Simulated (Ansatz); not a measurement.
Compare A (`F[SiH](F)[SiH2]Cl`) with its isomer B (`F[Si](F)([SiH3])Cl`).

Gas-phase electronic energies from Ansatz, PBE0-D4/def2-TZVP geometries. CBS: MP2 limit from def2 TZ/QZ plus the TZ coupled-cluster correction, frozen cores. DFT in def2-TZVPP. B3LYP here is the variant with VWN-RPA as its local correlation; programs differ in this. Each species was taken in one conformer, which may not be the lowest.

(1) Which isomer does CCSD(T)/CBS put lower? Give the gap. (An estimate is asked.)

(2) Give E(B) − E(A) in kJ/mol with BLYP-D4, PBE-D4, B3LYP, CCSD(T)/def2-SVP, PBE0-D4, ωB97M-V, CCSD(T)/def2-TZVPP. (Estimate.)

(3) Does the order hold for the free energy at 298.15 K (harmonic terms from PBE0-D4)? (An estimate is asked.)

Largest T1 diagnostic: 0.012.

Answers

(1) The calculation gave: B, by 24.6 kJ/mol.

(2) Computed: BLYP-D4 -25.4, PBE-D4 -27.3, B3LYP -23.0, CCSD(T)/def2-SVP -28.5, PBE0-D4 -26.4, ωB97M-V -27.0, CCSD(T)/def2-TZVPP -26.0. None reverses the order clearly.

(3) The calculation gave: Yes: G(B) − G(A) = -24.8 kJ/mol, for one conformer each. Modes under 60 cm⁻¹, often nearly free rotors, make the harmonic entropy too high.

At CCSD(T), def2-SVP lies −3.9 kJ/mol from the extrapolated value and def2-TZVPP −1.4 kJ/mol. Leaving LDA and LC-ωPBE aside and taking each functional with its dispersion term where it has one, the values, not all of them listed here, spread over 6.2 kJ/mol, from B97M-V to BHLYP-D4. LDA lies −5.8 kJ/mol from PBE without D4.
